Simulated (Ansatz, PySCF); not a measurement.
HSi, SMILES [SiH] (connectivity only; charge and spin as stated), charge +1, multiplicity 1.

The structure is a stationary point at r2SCAN-D4/def2-TZVPD.

Two levels are set side by side: PBE/def2-TZVPD (Ansatz, a quantum-chemistry and plane-wave program) and EOM-CCSD/aug-cc-pVDZ (PySCF). PBE by ΔSCF, the other level by its IP root; same geometry, the bases differ. Differences are taken from unrounded values.

```
quantity                         EOM-CCSD    PBE  PBE minus EOM-CCSD
-------------------------------  --------  -----  ------------------
vertical ionisation energy (eV)     18.41  18.39               -0.01
```

On these quantities the two levels nearly agree.
